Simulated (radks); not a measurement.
Values are calculated unless marked as measured or tabulated.
Polarisability of the zirconium ion Zr2+, [Kr] 4d2, at imaginary frequency. Level of theory: non-relativistic Kohn-Sham, LB94 model potential, spin-polarised, spherical densities, point nucleus; open shells are filled with parallel spins first (spin-orbit coupling, left out, can overturn this in heavy ions); relativity is left out, which matters for an element this heavy (a radial shooting solver on a logarithmic mesh with Libxc functionals). Response by self-consistent Sternheimer equations with the Hartree and adiabatic LDA kernel.

w (hartree)  alpha1(iw) (bohr^3)
0.00266                    10.57
0.0143                     10.56
0.0360                     10.49
0.0697                     10.28
0.118                      9.808
0.186                      9.001
0.280                      7.899
0.413                      6.635
0.605                      5.305
0.892                      3.950
1.35                       2.630
2.12                       1.485
3.59                      0.6801
6.94                      0.2469
17.5                     0.06131

Static values: alpha1 = 10.57 bohr^3 (1.566 angstrom^3; uncoupled 14.55). C6 = 52.86, triple-dipole C9 = 369.3 atomic units. One-pole (London) frequency 4 C6 / (3 alpha1^2) = 0.631 hartree, against 0.886 for minus the highest occupied eigenvalue.
